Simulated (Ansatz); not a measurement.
Molecule: sum formula H₃SiO (charge 0, doublet). It need not be the lowest isomer of its formula. SMILES: [O][SiH3]
Coordinates optimised at B3LYP-D3(BJ)/def2-TZVP (Ansatz, an electronic-structure program):
```xyz
5

O      1.1629    -0.2024    -0.0914
Si    -0.4678     0.0693     0.0351
H     -1.0706    -0.6117     1.2040
H     -1.2030    -0.2867    -1.2002
H     -0.4806     1.5469     0.2355
```
Charge 0, spin multiplicity 2.

Computed values are from Ansatz. Valence correlation only, unless marked. Open shells are spin-unrestricted. Spin-orbit coupling is left out. Non-relativistic. CBS marks a two-point X^-3 extrapolation of the correlation energy; Hartree-Fock from the larger set. The bracket is a focal-point correction in the basis named.

The atomisation energy De comes out as 337.6 kcal/mol at RI-MP2/CBS(aug-cc-pV(T+d)Z,aug-cc-pV(Q+d)Z)+[CCSD(T)-MP2]/aug-cc-pV(T+d)Z. The vertical ionisation energy (to the triplet) comes out as 11.62 eV at RI-MP2/CBS(aug-cc-pV(T+d)Z,aug-cc-pV(Q+d)Z)+[CCSD(T)-MP2]/aug-cc-pV(T+d)Z and the vertical electron affinity (to the singlet; negative means unbound) is 2.90 eV at RI-MP2/CBS(aug-cc-pV(T+d)Z,aug-cc-pV(Q+d)Z)+[CCSD(T)-MP2]/aug-cc-pV(T+d)Z. The total energy is -365.9855 Eh at RI-MP2/CBS(aug-cc-pV(T+d)Z,aug-cc-pV(Q+d)Z)+[CCSD(T)-MP2]/aug-cc-pV(T+d)Z. The dipole moment comes out as 1.58 D at CCSD(T)/aug-cc-pV(D+d)Z and the T1 diagnostic comes out as 0.021 at CCSD/aug-cc-pV(T+d)Z.
